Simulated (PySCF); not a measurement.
Cartesian coordinates (Å):
SMILES: [OH][In][SH]
```xyz
5

O      1.4200     0.3780     0.2385
In     0.1630    -0.9895    -0.5186
S     -2.1588    -0.3389    -0.2345
H      2.3521     0.1665     0.1425
H     -1.7597     0.7953     0.3723
```
Charge 0, spin multiplicity 2.

### Question
What is the computed dipole moment, highest occupied spin orbital and total energy (PBE0-D3(BJ)/def2-TZVP (PySCF))?

### Answer

The dipole moment comes out as 2.52 D and the highest occupied spin orbital is -6.35 eV. The total energy is -664.6154 Ha.
